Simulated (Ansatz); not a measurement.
`[Cl][Zr]([Br])([Br])[Br]` from Hartree–Fock to CCSD(T)

```xyz
5

Cl    0.220   -2.109    0.994
Zr    0.003   -0.027    0.013
Br    1.332    0.043   -2.066
Br   -2.373    0.389   -0.512
Br    0.818    1.704    1.572
```

The species carries charge 0 and has multiplicity 1. Correlated methods include outer-core shells of Br, Zr, which these sets cover unevenly. Scalar relativity is left out up to krypton. Zr: def2 effective core potential. Geometry: relaxed with PBE0-D4/def2-TZVP. Frozen core, restricted reference, Ansatz 0.2.0.

```json
{"basis": "def2-SVP", "HF (Eh)": "-8222.51499", "MP2 corr.": "?", "CCSD corr.": "-1.06920", "(T)": "?", "CCSD(T) total": "?"}
{"basis": "def2-TZVPP", "HF (Eh)": "-8223.63245", "MP2 corr.": "-1.35730", "CCSD corr.": "-1.36948", "(T)": "?", "CCSD(T) total": "?"}
{"basis": "def2-QZVPP", "HF (Eh)": "?", "MP2 corr.": "-2.38124", "CCSD corr.": "–", "(T)": "–", "CCSD(T) total": "–"}
```

Q: Fill in the withheld values. (Best estimate.)

A: The calculation gave: def2-SVP MP2 corr.: -1.06876; def2-SVP (T): -0.03404; def2-SVP CCSD(T) total: -8223.61823; def2-TZVPP (T): -0.05956; def2-TZVPP CCSD(T) total: -8225.06149; def2-QZVPP HF (Eh): -8223.79733.
